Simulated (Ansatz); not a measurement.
`ICI` + HCl → `ClCI` + HI at 298.15 K and 1 bar (substitution at a C–I bond).

Isolated molecules relaxed with PBE0-D4/def2-TZVP in Ansatz; ΔE leaves out vibrations. CCSD(T)/CBS is the MP2 limit (def2-TZVPP, def2-QZVPP) plus CCSD(T) − MP2 in def2-TZVPP, frozen cores. This one scheme is used for every species. def2 core potentials past Kr. For I outer-core shells are correlated without core-valence functions, which leaves a few kJ/mol of doubt a bond.

```json
{"species": "`ICI`", "CCSD(T)/CBS energy (Eh)": "-634.12855", "H − E (kJ/mol)": "84.7", "S (J/(mol·K))": "309.4"}
{"species": "HCl", "CCSD(T)/CBS energy (Eh)": "-460.38127", "H − E (kJ/mol)": "26.6", "S (J/(mol·K))": "186.8"}
{"species": "`ClCI`", "CCSD(T)/CBS energy (Eh)": "-796.46468", "H − E (kJ/mol)": "87.0", "S (J/(mol·K))": "295.6"}
{"species": "HI", "CCSD(T)/CBS energy (Eh)": "-298.03592", "H − E (kJ/mol)": "22.7", "S (J/(mol·K))": "206.5"}
```

H − E and S are ideal-gas, rigid-rotor, harmonic terms from PBE0-D4/def2-TZVP. 1 Eh = 2625.50 kJ/mol, R = 8.31446 J/(mol·K).

By hand: ΔE, ΔH, ΔS and ΔG.

ΔE = (-796.46468) + (-298.03592) − (-634.12855) − (-460.38127) = 0.00922 Eh = 24.2 kJ/mol. Δ(H − E) = 87.0 + 22.7 − 84.7 − 26.6 = -1.6, so ΔH = 22.6 kJ/mol. ΔS = 295.6 + 206.5 − 309.4 − 186.8 = 5.9 J/(mol·K). ΔG = 22.6 − 298.15 × (5.9)/1000 = 20.8 kJ/mol.

By hand: the equilibrium constant, and the temperature at which ΔG would vanish if ΔH and ΔS stayed fixed.

log₁₀ K = −ΔG/(RT ln 10) = -3.6. ΔG = 0 at ΔH/ΔS = 3831 K, far beyond where these terms or the molecules hold.

The number of gas molecules stays the same, so ΔS is small and ΔH decides. A doubt of 5 kJ/mol in ΔE shifts log₁₀ K by 0.9 here. These are equilibria of isolated gas molecules and say nothing of rates. Largest T1 diagnostic: 0.008 (customary marks: 0.02 for closed shells, 0.045 for open ones).
